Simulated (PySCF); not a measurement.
## Tin: a sound run and one with changed settings

Sound run: Sn [Kr] 4d10 5s2 5p2, Sn⁺ [Kr] 4d10 5s2 5p1. All numbers are calculated (PySCF 2.14, a scalar-relativistic core potential, in def2-SVP with the def2 core potential (28 electrons) (4s4p2d, 26 functions)). The sound run starts from symmetry-adapted Hartree-Fock orbitals and uses a fine grid where one is needed.

Changed run: radial step 1.2 in ln r (0.13 in the sound run). This setting is unsound on purpose.

```csv
species,method,sound run (hartree),changed run (hartree),converged
Sn,UHF,-213.33613,-213.33613,yes
Sn,BP86,-214.36448,-207.83095,yes
Sn,M06-L,-214.39261,-206.99888,no
Sn⁺,UHF,-213.08429,-213.08429,yes
Sn⁺,BP86,-214.09323,-207.51476,yes
Sn⁺,M06-L,-214.13602,-206.69970,no
```

Ionisation energy of Sn:

```csv
method,sound run (eV),changed run (eV)
UHF,6.853,6.853
BP86,7.381,8.604
```

A coarse radial grid mis-integrates the density and the exchange-correlation energy, with errors of either sign; Hartree-Fock needs no grid.

For comparison, NIST gives 7.344 eV between the lowest levels.
